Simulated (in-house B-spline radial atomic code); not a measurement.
Values are calculated unless marked as measured or tabulated.
**Ga ion on As atom: potential, deflection and energy transfer**

The pair potential comes from two frozen, spherical free-atom densities (PBE, B-spline radial code, scalar-relativistic past argon): electrostatics plus the change in Thomas-Fermi kinetic and Dirac exchange energy where they overlap, the recipe behind the universal ZBL potential, which averages such potentials (from solid-state densities) over many pairs. It is written V = (Z1 Z2 e²/r) φ(r/a), with e² = 14.3996 eV·Å and a = 0.46850 Å/(Z1^0.23 + Z2^0.23); ZBL's fit is φ = 0.18175 e^(−3.1998x) + 0.50986 e^(−0.94229x) + 0.28022 e^(−0.4029x) + 0.02817 e^(−0.20162x). Where φ falls below 4e-4 it is continued as an exponential.

Masses 69.72 and 74.92 u.

```
x = r/a  φ, this pair    φ, ZBL
    0.1        0.8928    0.8928
    0.5        0.6226    0.6096
    1.5        0.3111    0.2995
      3        0.1347    0.1292
      5       0.05291   0.05224
      8       0.01587   0.01705
     12      0.004514   0.00474
     17      0.001189  0.001212
```

**Question.** At x = 0.5 the electrostatic, kinetic and exchange parts are 143507.95, 31030.23 and -786.6 eV. Find r, V and φ.

**Answer.** a = 0.46850/(2.2030 + 2.2349) = 0.10557 Å, so r = 0.05278 Å. V = 143507.95 + 31030.23 + (-786.6) = 173751.58 eV. The bare repulsion is 31 × 33 × 14.3996/0.05278 = 279080 eV, so φ = 0.6226, +2.1 % against ZBL's 0.6096. The kinetic (Pauli) term is 18 % of V here.

**Question.** The ion comes in at 269.4 keV with impact parameter 0.0528 Å. The scattering integral gives a centre-of-mass angle of 64.04° and a closest approach of 0.8043 a. What are the reduced energy, the energy passed on and the laboratory angles?

**Answer.** ε = E a M2/(Z1 Z2 e² (M1 + M2)) = 269400 × 3.7121e-06 = 1. The most that one collision can pass on is γE with γ = 4 M1 M2/(M1 + M2)² = 0.9987. Here T = γE sin²(θ/2) = 0.9987 × 269400 × 0.2811 = 75630 eV. The ion turns by arctan(sin θ/(cos θ + M1/M2)) = 33.3°, and the struck atom leaves at (180° − θ)/2 = 58.0°. The closest approach is 0.085 Å. With ZBL the angle would be 63.04° and T = 73530 eV.
